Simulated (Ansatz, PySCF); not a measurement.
Species: sum formula SnO$_{2}$H, net charge 1, singlet state. It need not be the lowest isomer of its formula. 
Structure (B3LYP-D3(BJ)/def2-TZVP (Ansatz, an electronic-structure program) minimum search):
```xyz
4

Sn    -0.0280    -0.0258     0.0365
O      1.3917     0.3342    -1.1541
O     -1.4828    -0.1350     1.0745
H      2.1274    -0.3057    -1.1914
```
Charge +1, spin multiplicity 1.

Total electronic energies in hartree. Valence correlation only, unless marked. No spin-orbit coupling. Frozen are the shells of the preceding noble gas and the d and f shells that filled before the atom's block. Past Kr the def2 sets carry scalar-relativistic core potentials. CBS marks a two-point X^-3 extrapolation of the correlation energy; Hartree-Fock from the larger set.

The Hartree-Fock reference is unstable (checked in the largest basis), which strains HF and MP2. The T1 diagnostic of CCSD in the largest basis is 0.034, which is high, so the coupled-cluster rows are less sure than usual.

```
level                                      program  energy (Eh)
----------------------------------  --------------  -----------
HF/def2-TZVPD                                PySCF   -363.35335
HF/def2-QZVPP                               Ansatz   -363.36406
TPSS/def2-TZVPD                              PySCF          [?]
PBE0/def2-TZVPD                              PySCF   -364.89554
BHLYP-D3(BJ)/def2-TZVPD             Ansatz + dftd3   -364.89483
r2SCAN0-D4/def2-TZVPD               Ansatz + dftd4   -364.99404
r2SCAN0/def2-TZVPD                          Ansatz   -364.99351
MN15/def2-TZVPD                              PySCF   -364.43266
HSE06/def2-TZVPD                            Ansatz   -364.88864
LC-wPBE-D4/def2-TZVPD               Ansatz + dftd4          [?]
B2GP-PLYP-D3(BJ)/def2-TZVPD         Ansatz + dftd3   -364.59222
RPA@PBE/def2-TZVPP                          Ansatz   -364.17645
SCS-MP2/def2-QZVPP                          Ansatz   -363.97568
CCSD(T)/def2-TZVPP                          Ansatz   -363.95432
CCSD(T)/CBS(def2-TZVPP,def2-QZVPP)          Ansatz    -364.0342
```

### Question
Some entries are withheld; supply them.

### Answer

- TPSS/def2-TZVPD, energy (Eh): -364.99702
- LC-wPBE-D4/def2-TZVPD, energy (Eh): -364.98114
